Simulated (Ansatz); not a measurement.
Basis-set series for `FC1CO[SiH2]1`. The species carries charge 0 and has multiplicity 1. The geometry is a stationary point of PBE0-D4/def2-TZVP.

| functional | basis | functions | energy (Eh) | HOMO (eV) | LUMO (eV) |
| --- | --- | --- | --- | --- | --- |
| PBE0-D4 | def2-SVP | 99 | -543.09313 | -8.01 | -0.07 |
| PBE0-D4 | def2-QZVPP | 448 | -543.52633 | -8.14 | -0.59 |
| ωB97M-V | def2-SVP | 99 | -543.36703 | -10.30 | 1.86 |
| ωB97M-V | def2-QZVPP | 448 | -543.80768 | -10.44 | 0.94 |

Give the rows for def2-TZVPP. (Estimate.)

Ansatz gave: 
```csv
functional,basis,functions,energy (Eh),HOMO (eV),LUMO (eV)
PBE0-D4,def2-TZVPP,236,-543.50235,-8.11,-0.48
ωB97M-V,def2-TZVPP,236,-543.78519,-10.40,1.22
```

Positive LUMOs are unbound and depend on the basis.
